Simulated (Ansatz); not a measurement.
This geometry of C2H7NOSi (12 atoms, charge 0, multiplicity 1) is a first-order saddle point.

Method: Ansatz 0.2.0, RKS PBE-D4/def2-SVP.

```xyz
12
Properties=species:S:1:pos:R:3
N -1.119 1.145 0.076
C -0.310 0.022 -0.116
Si 1.575 0.271 -0.161
C -0.854 -1.315 0.209
O -0.729 -0.967 -1.157
H -0.811 2.054 -0.262
H -1.836 1.154 0.796
H 2.274 -1.029 -0.440
H 2.073 0.837 1.144
H 1.894 1.262 -1.250
H -1.891 -1.369 0.604
H -0.191 -2.120 0.590
```

Question: Which two structures does it join? (They come from a converged band through this point; their orientation in space is the band's.)

Answer: No bond is made or broken. The height of N1 over the plane of its neighbours goes from 0.35 to -0.36 Å.

Initial state:

```xyz
12
Properties=species:S:1:pos:R:3
N -1.009 1.213 0.314
C -0.282 0.049 -0.033
Si 1.606 0.276 -0.141
C -0.838 -1.286 0.264
O -0.806 -0.844 -1.091
H -0.869 1.964 -0.372
H -2.019 1.038 0.389
H 2.225 -1.034 -0.537
H 2.186 0.733 1.170
H 1.900 1.316 -1.190
H -1.843 -1.343 0.733
H -0.175 -2.136 0.528
```

Final state:

```xyz
12
Properties=species:S:1:pos:R:3
N -1.234 1.099 0.052
C -0.342 -0.004 -0.138
Si 1.542 0.287 -0.140
C -0.881 -1.351 0.169
O -0.740 -0.939 -1.181
H -0.896 1.956 -0.399
H -1.376 1.300 1.049
H 2.295 -1.003 -0.313
H 1.971 0.943 1.148
H 1.870 1.225 -1.272
H -1.923 -1.407 0.542
H -0.209 -2.161 0.517
```

Question: How far does it lie above each of them?

Answer: 0.152 eV above the first and 0.028 eV above the second. This is the barrier of this one path; another mechanism may lie lower.

Run time: 89 s on 2 threads of Arm Neoverse V1, on a shared host, peak memory 0.15 GiB.
